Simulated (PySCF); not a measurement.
## Ionisation energy of Sr³³⁺ by level of theory

Sr³³⁺ [He] 2s2 2p1 [2p1/2^1, M_J = 1/2] → Sr³⁴⁺ [He] 2s2, as a difference of total energies. All numbers are calculated (PySCF 2.14, the two-component X2C-1e Hamiltonian, in an uncontracted even-tempered set (17 s from 13 bohr⁻², ratio 2.4; 12 p from 17 bohr⁻², ratio 2.4; 5 d from 57 bohr⁻², ratio 2.6; 4 f from 86 bohr⁻², ratio 2.6)). Correlated levels: nothing frozen; the 34 highest virtual spinors dropped. "Screened" scales the spin-orbit matrix elements by Boettger's factors to mimic the two-electron term; Breit and QED terms are absent.

```tsv
method	ionisation energy (eV)
GHF (spin-free)	4185.4
GMP2 (spin-free)	4184.6
GHF (screened spin-orbit)	4239.6
GMP2 (screened spin-orbit)	4238.4
```

For this ion Breit and QED terms and the two-electron picture change, all absent here, outweigh the correlation shift from GHF to GMP2.

The spin-free rows lack the spin-orbit shift.

For comparison: 4232 ± 3 eV (semi-empirical (NIST evaluation); NIST Atomic Spectra Database, ionization energies).
